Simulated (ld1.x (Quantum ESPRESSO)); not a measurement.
## Configuration tests for P (TM)

| Item | Value |
| --- | --- |
| Element | P |
| Generator | ld1.x (Quantum ESPRESSO) 7.5 |
| Type | norm-conserving Troullier–Martins (Kleinman–Bylander form) |
| Functional | PBEsol |
| Relativity | scalar-relativistic |
| Frozen core | [He] |
| Valence charge | 13 |
| Reference configuration | 2s2 2p6 3s1 3p4 |
| Partial waves | 2s (bound): rc 0.80 bohr; 2p (bound): rc 0.95 bohr; 3d channel at 0.4 Ry: rc 1.05 bohr |
| Local potential | the d channel |
| Core correction | none |

Occupied shells without a wave of their own: 3p, 3s. They enter only through the test configuration that unscreens the potential.

Energies are relative to the spin-unpolarised reference configuration 2s2 2p6 3s1 3p4; without spin polarisation the order of configurations can differ from experiment.

| valence configuration | charge | ΔE all-electron (eV) | error AE − PS (meV) |
| --- | --- | --- | --- |
| 2s2 2p6 3s2 3p3 | 0 | -8.509 | +683 |
| 2s2 2p6 3s2 3p2 | +1 | 1.189 | +1044 |
| 2s2 2p6 3s2 3p1 | +2 | 20.301 | +1595 |
| 2s2 2p6 3s2 3p3.3 | -0.3 | -9.808 | +610 |
| 2s2 2p6 3s1 3p0 | +4 | 101.919 | +2131 |
| 2s2 2p6 3s0 3p5 | 0 | 8.643 | -756 |

What are ΔE and the potential's error for 2s2 2p6 3s1 3p3?

ΔE = 10.284 eV all-electron; the error (AE − PS) is +276 meV.

The 3p, 3s levels have no wave, so the channel is fitted at the deeper level alone: the likely source of the large errors.

The potential misses its own reference levels by up to 0.5 eV.
